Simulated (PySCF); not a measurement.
CH5FOSi2, SMILES [Si@H]1(F)CO[SiH2]1. Atoms are numbered in the order given.

```xyz
10

F     -1.4791     1.6272    -0.7215
Si    -0.6958     0.6281     0.3263
C     -0.7542    -1.2627    -0.0651
O      0.6548    -1.5671     0.1055
Si     1.5157    -0.0792     0.0310
H     -1.1749     0.9970     1.7056
H     -1.3570    -1.8880     0.6292
H     -1.0975    -1.4837    -1.1019
H      2.1805     0.1724    -1.2990
H      2.5681    -0.0143     1.1041
```

The structure is a stationary point at PBE-D3(BJ)/def2-SVP. The structure was generated by enumeration; whether it is a known compound was not checked.

All values below come from PySCF with PBE/pcSseg-1.

GIAO shieldings, no solvent; atoms listed in one row are averaged. δ = σ(ref) − σ: ¹⁹F against CFCl3 (σ = 133.6 ppm); ²⁹Si against TMS (σ = 335.4 ppm); ¹³C against TMS (σ = 182.0 ppm); ¹⁷O against H2O (σ = 334.3 ppm); ¹H against TMS (σ = 31.49 ppm), references at their B3LYP-D3(BJ)/def2-TZVP geometries, non-relativistic.

Computed chemical shifts:
```tsv
nucleus	atoms	count	δ (ppm)
¹⁹F	F1	1	-204.5
²⁹Si	Si2	1	41.3
²⁹Si	Si5	1	32.7
¹³C	C3	1	84.3
¹⁷O	O4	1	44.4
¹H	H6	1	6.74
¹H	H9	1	6.50
¹H	H10	1	6.42
¹H	H8	1	5.50
¹H	H7	1	5.35
```
